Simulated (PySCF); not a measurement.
C2H9NOSiTe (SMILES CN(C)[Te]O[SiH3]), singlet, geometry from GFN2-xTB (core potentials on Te); DF-PBE0/def2-SV(P) (PySCF).

PySCF was given this input:
```python
from pyscf import gto, scf, dft

mol = gto.Mole()
mol.atom = '''
    Te    0.32832407   -0.46220644    0.83491162
    N     1.45257606    0.52410841   -0.51029839
    C     1.16022186    1.92896221   -0.69902074
    C     1.69900607   -0.14611020   -1.76952088
    H     2.00512963    2.40104171   -1.20607930
    H     0.25953720    2.09019852   -1.30309381
    H     1.02177866    2.40311993    0.27213072
    H     0.82909694   -0.11165901   -2.43508475
    H     2.53841186    0.33958966   -2.27248316
    H     1.95399160   -1.18769980   -1.57885405
    O    -1.44294391   -0.59640308   -0.10321787
    Si   -2.39237459    0.45436245   -0.88337170
    H    -2.46774656    1.74393457   -0.19174447
    H    -3.65034680   -0.27896456   -0.89475075
    H    -1.84930888    0.67945298   -2.22915906
'''
mol.basis = 'def2-sv(p)'
mol.ecp = {'Te': 'def2-sv(p)'}
mol.verbose = 4
mol.max_memory = 1800
mol.build()

mf = dft.RKS(mol)
mf.xc = 'pbe0'
mf = mf.density_fit(auxbasis='def2-universal-jkfit')
mf.kernel()
```

Task: Write the output that PySCF gives for this input, abridged.

Result: 
```
PySCF version 2.14.0

[INPUT] verbose = 4
[INPUT] num. atoms = 15
[INPUT] num. electrons = 74
[INPUT] charge = 0
[INPUT] spin (= nelec alpha-beta = 2S) = 0
[INPUT] symmetry False subgroup None
[INPUT] Mole.unit = angstrom
[INPUT] Symbol           X                Y                Z      unit          X                Y                Z       unit  Magmom
[INPUT]  1 Te     0.328324070000  -0.462206440000   0.834911620000 AA    0.620442572403  -0.873443584610   1.577754300017 Bohr   0.0
[INPUT]  2 N      1.452576060000   0.524108410000  -0.510298390000 AA    2.744970928500   0.990421354481  -0.964324198906 Bohr   0.0
[INPUT]  3 C      1.160221860000   1.928962210000  -0.699020740000 AA    2.192501559133   3.645210281536  -1.320957753991 Bohr   0.0
[INPUT]  4 C      1.699006070000  -0.146110200000  -1.769520880000 AA    3.210656156274  -0.276108262005  -3.343909834899 Bohr   0.0
[INPUT]  5 H      2.005129630000   2.401041710000  -1.206079300000 AA    3.789145844950   4.537311245557  -2.279159561507 Bohr   0.0
[INPUT]  6 H      0.259537200000   2.090198520000  -1.303093810000 AA    0.490454227136   3.949902748771  -2.462490415516 Bohr   0.0
[INPUT]  7 H      1.021778660000   2.403119930000   0.272130720000 AA    1.930881827325   4.541238512184   0.514252530881 Bohr   0.0
[INPUT]  8 H      0.829096940000  -0.111659010000  -2.435084750000 AA    1.566766147315  -0.211004948240  -4.601643267605 Bohr   0.0
[INPUT]  9 H      2.538411860000   0.339589660000  -2.272483160000 AA    4.796903206748   0.641731452134  -4.294370795086 Bohr   0.0
[INPUT] 10 H      1.953991600000  -1.187699800000  -1.578854050000 AA    3.692508973701  -2.244427340201  -2.983601745160 Bohr   0.0
[INPUT] 11 O     -1.442943910000  -0.596403080000  -0.103217870000 AA   -2.726768803009  -1.127038481047  -0.195053505461 Bohr   0.0
[INPUT] 12 Si    -2.392374590000   0.454362450000  -0.883371700000 AA   -4.520932762469   0.858620591786  -1.669330579191 Bohr   0.0
[INPUT] 13 H     -2.467746560000   1.743934570000  -0.191744470000 AA   -4.663365143238   3.295558716461  -0.362344534200 Bohr   0.0
[INPUT] 14 H     -3.650346800000  -0.278964560000  -0.894750750000 AA   -6.898155711682  -0.527166616860  -1.690833867249 Bohr   0.0
[INPUT] 15 H     -1.849308880000   0.679452980000  -2.229159060000 AA   -3.494687302926   1.283980046720  -4.212500111493 Bohr   0.0

nuclear repulsion = 451.434705260697
number of shells = 60
number of NR pGTOs = 229
number of NR cGTOs = 118
basis = def2-sv(p)
ecp = {'Te': 'def2-sv(p)'}

******** <class 'pyscf.df.df_jk.DFRKS'> ********
method = DFRKS
initial guess = minao
damping factor = 0
level_shift factor = 0
DIIS = <class 'pyscf.scf.diis.CDIIS'>
diis_start_cycle = 1
diis_space = 8
diis_damp = 0
SCF conv_tol = 1e-09
SCF conv_tol_grad = None
SCF max_cycles = 50
direct_scf = False
XC library pyscf.dft.libxc version 7.1.2
    S. Lehtola, C. Steigemann, M. J. T. Oliveira, and M. A. L. Marques,  SoftwareX 7, 1–5 (2018)
XC functionals = pbe0
    C. Adamo and V. Barone,  J. Chem. Phys. 110, 6158 (1999)
    M. Ernzerhof and G. E. Scuseria,  J. Chem. Phys. 110, 5029 (1999)
radial grids:
    Treutler-Ahlrichs [JCP 102, 346 (1995); DOI:10.1063/1.469408] (M4) radial grids

becke partition: Becke, JCP 88, 2547 (1988); DOI:10.1063/1.454033
pruning grids: <function nwchem_prune>
grids dens level: 3
symmetrized grids: False
atomic radii adjust function: <function treutler_atomic_radii_adjust>
small_rho_cutoff = 0
Set gradient conv threshold to 3.16228e-05
Initial guess from minao.
tot grids = 185632
******** <class 'pyscf.df.df.DF'> ********
auxbasis = def2-universal-jkfit
init E= -740.941913887382
  HOMO = -0.602738502188818  LUMO = -0.596888049526897  gap/eV = 0.15920
cycle= 1 E= -763.927876151345  delta_E=  -23  |g|=  3.5  |ddm|= 9.25
  HOMO = 0.0642727660561247  LUMO = 0.0675077185565986  gap/eV = 0.08803
cycle= 2 E= -701.336776392059  delta_E= 62.6  |g|= 16.3  |ddm|= 41.2
  HOMO = -0.00525852289098163  LUMO = 0.00532719844771268  gap/eV = 0.28805
cycle= 3 E= -759.147718874297  delta_E= -57.8  |g|= 4.73  |ddm|= 35.4
  HOMO = -0.147583696438133  LUMO = -0.0446397269201563  gap/eV = 2.80125
cycle= 4 E= -768.219338123732  delta_E= -9.07  |g|= 1.06  |ddm|= 15.1
  HOMO = -0.186371887042077  LUMO = -0.0581712814180353  gap/eV = 3.48852
cycle= 5 E= -768.199268811022  delta_E= 0.0201  |g|= 1.13  |ddm|= 2.01
  HOMO = -0.200181804990036  LUMO = -0.0462719381826906  gap/eV = 4.18810
cycle= 6 E= -768.455528745998  delta_E= -0.256  |g|= 0.224  |ddm|= 1.17
  HOMO = -0.210976977165633  LUMO = -0.0434016856888281  gap/eV = 4.55996
cycle= 7 E= -768.468624802427  delta_E= -0.0131  |g|= 0.106  |ddm|= 0.36
  HOMO = -0.216153748729989  LUMO = -0.0456319520799252  gap/eV = 4.64013
cycle= 8 E= -768.471110897827  delta_E= -0.00249  |g|= 0.0397  |ddm|= 0.13
  HOMO = -0.219046985927816  LUMO = -0.0477501987435334  gap/eV = 4.66122
cycle= 9 E= -768.471489913757  delta_E= -0.000379  |g|= 0.0077  |ddm|= 0.0512
  HOMO = -0.218676097343048  LUMO = -0.0473128654322273  gap/eV = 4.66303
cycle= 10 E= -768.471504856887  delta_E= -1.49e-05  |g|= 0.00193  |ddm|= 0.0107
  HOMO = -0.218502823392967  LUMO = -0.0471694713089345  gap/eV = 4.66222
cycle= 11 E= -768.471505790279  delta_E= -9.33e-07  |g|= 0.000519  |ddm|= 0.00258
  HOMO = -0.218514990251939  LUMO = -0.047181577571286  gap/eV = 4.66222
cycle= 12 E= -768.47150585615  delta_E= -6.59e-08  |g|= 0.000132  |ddm|= 0.000604
  HOMO = -0.218520363666457  LUMO = -0.0471883912754339  gap/eV = 4.66218
cycle= 13 E= -768.471505861555  delta_E= -5.41e-09  |g|= 1.93e-05  |ddm|= 0.000204
  HOMO = -0.218520173807959  LUMO = -0.0471874415123336  gap/eV = 4.66220
cycle= 14 E= -768.471505861683  delta_E= -1.27e-10  |g|= 1.01e-05  |ddm|= 3.95e-05
  HOMO = -0.218520818134079  LUMO = -0.0471881344851592  gap/eV = 4.66220
Extra cycle  E= -768.471505861673  delta_E= 9.55e-12  |g|= 1.34e-05  |ddm|= 2.03e-05
converged SCF energy = -768.471505861673
```
